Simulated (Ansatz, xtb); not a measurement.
System: C5H6N (charge 0, doublet). It need not be the lowest isomer of its formula. SMILES: Cc1cc[c][nH]1
Geometry from a B3LYP-D3(BJ)/def2-TZVP (Ansatz, a quantum-chemistry and plane-wave program) optimisation:
```xyz
12

C      1.6351    -0.2102    -0.0469
C      1.2737     0.8997    -0.7448
C     -0.1562     0.9556    -0.6187
C     -0.5813    -0.1084     0.1386
N      0.5520    -0.8285     0.4887
C     -1.9419    -0.5270     0.5730
H      1.9117     1.5847    -1.2740
H     -0.7958     1.7103    -1.0482
H      0.5660    -1.6648     1.0442
H     -2.2056    -1.5207     0.1990
H     -2.6787     0.1772     0.1881
H     -2.0383    -0.5459     1.6626
```
Charge 0, spin multiplicity 2.

Harmonic wavenumbers from GFN2-xTB (xtb, at its own minimum), cm⁻¹: 85, 191, 299, 315, 533, 569, 647, 774, 807, 818, 967, 989, 1038, 1045, 1099, 1171, 1239, 1350, 1364, 1403, 1476, 1477, 1490, 1594, 2981, 2997, 3053, 3151, 3187, 3484.

### Question
Give the harmonic wavenumbers at B3LYP-D3(BJ)/def2-TZVP (Ansatz, finite differences of forces, unscaled).

### Answer
88, 164, 309, 334, 448, 632, 648, 741, 808, 878, 969, 989, 1036, 1064, 1114, 1230, 1248, 1370, 1394, 1423, 1459, 1478, 1498, 1608, 3015, 3053, 3113, 3231, 3269, 3661 cm⁻¹. Zero-point energy 60.4 kcal/mol.

### Question
From these and the geometry, give the ideal-gas thermochemistry at 298.15 K and 1 atm (rigid rotor, harmonic oscillator).

### Answer
Point group Cs, rotational symmetry number 1. Rotational constants 8.981, 3.554, 2.587 GHz. S(trans) 39.06, S(rot) 25.77, S(vib) 11.59, S(elec, spin only) 1.38, S 77.8 cal/(mol K). H(298) - H(0) 4.36 kcal/mol; G - E(el) 41.6 kcal/mol.
